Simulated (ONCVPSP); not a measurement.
# rhenium (Re), ONCV: configuration errors across variants

ONCVPSP 4.0.1 input, shortened (lines: element, Z, core and valence counts, functional; n l f; lmax; l rc ep ncon nbas qcut; lloc lpopt rc5 dvloc0; l nproj debl; icmod fcfact rcfact), LDA (Perdew-Wang 92), scalar-relativistic:

```
  Re 75.00   10    4  -001012      upf
    1    0    2.00
    2    0    2.00
    2    1    6.00
    3    0    2.00
    3    1    6.00
    3    2   10.00
    4    0    2.00
    4    1    6.00
    4    2   10.00
    4    3   14.00
    5    0    2.00
    5    1    6.00
    5    2    5.00
    6    0    2.00
    2
    0    2.00    0.00    4    7    7.10
    1    1.90    0.00    4    8    9.20
    2    2.35    0.00    5   10    6.80
    4    4    1.30    4.00
    0    2    2.90
    1    2    3.40
    2    3    3.50
    3    3.25    1.70
```

All-electron excitation energies from the reference (eV): (1) 5s2 5p6 5d5 6s1 9.508; (2) 5s2 5p6 5d5 6s0 26.180; (3) 5s2 5p6 5d4 6s0 53.625; (4) 5s2 5p5 5d5 6s2 53.152.

Errors AE − PS in meV (a dash: test not solved or not reliable):

```csv
change,(1),(2),(3),(4),bound ghosts,GHOST(+) flags above zero
base,-5.3,-20,-34,-156,none,none
"local potential polynomial inside 1.55 bohr (lpopt 4, dvloc0 0 Ha)",-5.3,-20,-34,-156,none,none
d: qcut 9.4,-5.3,-20,-33,-162,none,none
"local potential polynomial inside 1.30 bohr (lpopt 4, dvloc0 0 Ha)",-5.4,-21,-35,-161,none,none
```

(1) Give the same row for: d: rc 1.9, qcut 8.4.

Answers

(1) -5.4, -21, -34, -148; bound ghosts: none; GHOST(+) flags above zero: none.
